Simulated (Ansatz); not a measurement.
Species: sum formula TiOF2 (charge 0, singlet). 
Coordinates optimised at B3LYP-D3(BJ)/def2-TZVP (Ansatz, a first-principles code):
```
Ti
O 1 1.6049
F 1 1.7992 2 115.99
F 1 1.7992 2 115.99 3 172.86
```
Charge 0, spin multiplicity 1.

Basis-set convergence of Hartree-Fock and CCSD correlation energies (hartree) with Ansatz. Correlated levels leave the core frozen unless marked. Spin-orbit coupling is left out. The frozen core is the preceding noble-gas configuration, with the filled d and f shells of earlier blocks. No relativistic terms.

The T1 diagnostic of CCSD in the largest basis is 0.029, which is high, so the coupled-cluster rows are less sure than usual.

| basis | functions | E(HF) | E(corr, CCSD) |
|---|---|---|---|
| def2-SVP | 73 | -1121.94423 | -0.70235 |
| def2-TZVPP | 157 | [?] | [?] |

Problem. What belongs in the gaps?

Solution. 
- def2-TZVPP, E(HF): -1122.42064
- def2-TZVPP, E(corr, CCSD): -0.88695
